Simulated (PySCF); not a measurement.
Species: `O=C(Cl)c1ccoc1`. The columns A, B, C and D hold Mulliken, IAO, Hirshfeld and ESP-fitted charges (e) of one PBE0/pcSseg-1 density (PySCF), in a shuffled order. Coordinates in Å (GFN2-xTB); the density's dipole moment is (-3.33, 0.87, -0.31) D.

| atom | x | y | z | A | B | C | D |
| --- | --- | --- | --- | --- | --- | --- | --- |
| O1 | 2.264 | -1.369 | 0.636 | -0.330 | -0.204 | -0.357 | -0.300 |
| C2 | 1.798 | -0.400 | 0.131 | +0.352 | +0.170 | +0.364 | +0.370 |
| Cl3 | 2.874 | 0.823 | -0.586 | -0.157 | -0.063 | -0.110 | -0.153 |
| C4 | 0.405 | -0.041 | 0.001 | +0.054 | -0.058 | -0.128 | -0.335 |
| C5 | -0.694 | -0.821 | 0.480 | -0.258 | -0.072 | -0.198 | -0.082 |
| C6 | -1.808 | -0.122 | 0.151 | -0.049 | +0.019 | +0.008 | +0.185 |
| O7 | -1.482 | 1.019 | -0.489 | -0.092 | -0.041 | -0.202 | -0.337 |
| C8 | -0.161 | 1.071 | -0.580 | -0.075 | +0.040 | +0.059 | +0.321 |
| H9 | -0.623 | -1.759 | 0.989 | +0.195 | +0.069 | +0.188 | +0.089 |
| H10 | -2.850 | -0.317 | 0.307 | +0.178 | +0.073 | +0.183 | +0.119 |
| H11 | 0.282 | 1.919 | -1.065 | +0.180 | +0.067 | +0.194 | +0.123 |

Question: Which column most likely holds the ESP-fitted charges?

Answer: A. Σ q r misses the density's dipole by 0.09 D (A), 0.44 D (C), 0.52 D (D), 0.83 D (B). Charges fitted to the outside potential are the only set here that is tied to the molecule's multipoles.

Question: And the Hirshfeld charges?

Answer: B. The mean sizes are 0.080 e (B), 0.175 e (A), 0.181 e (C), 0.219 e (D), and Hirshfeld charges are commonly the smallest of these schemes.

As computed, A = ESP-fitted, B = Hirshfeld, C = IAO, D = Mulliken. Hydrogens on carbon: ESP-fitted +0.18 to +0.20, Hirshfeld +0.07 to +0.07, IAO +0.18 to +0.19, Mulliken +0.09 to +0.12 e.

The ESP scheme is a least-squares fit of atom-centred charges to the potential on four shells outside the van der Waals surface, with the total charge fixed. The Hirshfeld scheme divides the density at each point in proportion to the densities of the neutral, spherically averaged free atoms.

One conformer (not necessarily the lowest) at the GFN2-xTB geometry, without solvent, vibrations or thermal averaging.

The values belong to the conformer `[O:1]=[C:2]([Cl:3])[c:4]1[cH:5][cH:6][o:7][cH:8]1`: O1–C2–C4–C5 0°.
